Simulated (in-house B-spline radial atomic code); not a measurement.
A fraction x of an electron is removed from 3p in the iron ion Fe⁺, starting from [Ar] 3d6 4s1 and keeping the highest spin. Computed with a radial B-spline atomic code at the basis-set limit: non-relativistic wB97X, spin-polarised, spherical fractional occupations, point nucleus.

Caution: exact exchange at fractional occupations of open shells leaves self-interaction of up to several eV.

```
   x  E(x) - E(0) (eV)  3p down level (eV)
   0            0.0000             -71.242
0.11            7.9051             -72.495
0.21           15.2132             -73.672
0.35           25.6458             -75.375
0.49                 ?                   ?
 0.5           37.0931             -77.265
0.62           46.4579             -78.822
0.69           52.0077             -79.746
0.86                 ?                   ?
0.94           72.3657             -83.141
   1           77.3792             -83.976
```

What belongs in the row x = 0.49?

An energy change of 36.3210 eV; 3p down at -77.137 eV.

What belongs in the row x = 0.86?

An energy change of 65.7586 eV; 3p down at -82.040 eV.

Check Janak's theorem between x = 0.11 and 0.21.

The slope of the energy is 73.08 eV; the orbital levels give 73.08 eV (-ε of the emptying orbital, averaged over the two points).
